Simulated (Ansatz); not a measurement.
Mulliken charges of C$_{3}$H$_{4}$BrCl, SMILES `ClC1(Br)CC1` from B3LYP/def2-TZVPP in Ansatz (PBE0-D4/def2-TZVP geometry).

```json
{"atom": "Cl1", "x (Å)": "0.371", "y (Å)": "-1.701", "z (Å)": "-1.448", "charge (e)": "-0.106"}
{"atom": "C2", "x (Å)": "0.508", "y (Å)": "-0.545", "z (Å)": "-0.147", "charge (e)": "0.145"}
{"atom": "Br3", "x (Å)": "2.087", "y (Å)": "-0.785", "z (Å)": "0.909", "charge (e)": "-0.080"}
{"atom": "C4", "x (Å)": "0.019", "y (Å)": "0.838", "z (Å)": "-0.375", "charge (e)": "-0.190"}
{"atom": "C5", "x (Å)": "-0.733", "y (Å)": "-0.100", "z (Å)": "0.537", "charge (e)": "-0.190"}
{"atom": "H6", "x (Å)": "0.582", "y (Å)": "1.646", "z (Å)": "0.073", "charge (e)": "0.108"}
{"atom": "H7", "x (Å)": "-0.402", "y (Å)": "1.050", "z (Å)": "-1.350", "charge (e)": "0.103"}
{"atom": "H8", "x (Å)": "-0.680", "y (Å)": "0.072", "z (Å)": "1.604", "charge (e)": "0.108"}
{"atom": "H9", "x (Å)": "-1.663", "y (Å)": "-0.522", "z (Å)": "0.180", "charge (e)": "0.103"}
```

**Question.** By hand: the dipole of these point charges (1 e Å = 4.8032 D).

**Answer.** Σ q r = (-0.220, 0.264, 0.089) e Å, of length 0.355 e Å = 1.71 D.

**Question.** How does the dipole of the full density compare? (An estimate is asked.)

**Answer.** Ansatz gave: (-0.301, 0.305, 0.065) e Å, 2.08 D; the point charges give 0.82 times that, at 8° from its direction.

Point charges leave out the atoms' own dipoles, such as those of lone pairs, and Mulliken's split depends on the basis, so the two needn't agree.

B3LYP here is the variant with VWN-RPA as its local correlation; programs differ in this.
